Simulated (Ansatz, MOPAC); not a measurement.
Species: Sn2H, charge -1, multiplicity 1. SMILES: [SnH]#[Sn-]

Atoms: Sn1, Sn2, H3. Bonds: Sn1-Sn2, Sn2-H3.

Bond lengths (Å) and angles (degrees) optimised at PM3 with MOPAC; MNDO with MOPAC; PBE/6-31G* with LANL2DZ past Ar with Ansatz (a quantum-chemistry and plane-wave program), each started from the B3LYP-D3(BJ)/def2-TZVP structure (Ansatz) of the last column. A row stands for all coordinates that are equal there. 6-31G* holds six Cartesian d functions. No wavenumbers were computed at MNDO, PBE/6-31G* with LANL2DZ past Ar, so these may be saddle points.

| coordinate | PM3 | MNDO | PBE/6-31G* with LANL2DZ past Ar | B3LYP-D3(BJ)/def2-TZVP |
|---|---|---|---|---|
| Sn1-Sn2 | 1.967 | 2.130 | 2.603 | 2.550 |
| Sn2-H3 | 1.641 | 1.582 | 1.781 | 1.748 |
| Sn1-Sn2-H3 | 180.0 | 180.0 | 180.0 | 180.0 |

Mean signed difference of all 2 bond lengths from B3LYP-D3(BJ)/def2-TZVP: PM3 -0.345 Å, MNDO -0.293 Å, PBE/6-31G* with LANL2DZ past Ar 0.043 Å.
